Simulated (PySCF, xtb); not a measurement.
Ge(F)2 cation (F2Ge), SMILES [F][Ge][F] (connectivity only; charge and spin as stated), charge +1, multiplicity 2.

Harmonic wavenumbers (cm⁻¹) from GFN2-xTB in xtb at its own minimum, in rising order: 73, 303, 350.

Problem. What does B3LYP-D3(BJ)/def2-TZVP (PySCF) give at its own minimum? (The exact figures need the calculation; the answer reports its results.)

Solution. 195, 717, 767. Paired by order, the mean absolute difference is 317 cm⁻¹ and the zero-point energies are 1.0 and 2.4 kcal/mol.
